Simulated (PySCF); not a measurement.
**Ni+: excitation energy**

Ni+ [Ar] 3d9 (2D) → Ni+ [Ar] 3d8 4p1 (high-spin determinant), as a difference of total energies. All numbers are calculated (PySCF 2.14, the spin-free X2C one-electron Hamiltonian (Gaussian nucleus), in ANO-RCC-VTZP). Correlated levels: valence and next inner shell: [Ne] frozen. The calculations carry no spin-orbit coupling.

```csv
method,excitation energy (cm⁻¹)
UHF,33533
MP2 (valence and next inner shell),61938
SCS-MP2 (valence and next inner shell),58869
CCSD (valence and next inner shell),51710
CCSD(T) (valence and next inner shell),53011
```

A first-order spin-orbit estimate (lowest level to lowest level, LS coupling) adds -0.026 eV.

The basis was made for the ground configuration and has no added diffuse functions, so the excitation energy can come out too high.

The determinant of the upper state mixes LS terms, which raises its energy above the lowest term, most at the Hartree-Fock and MP2 levels.
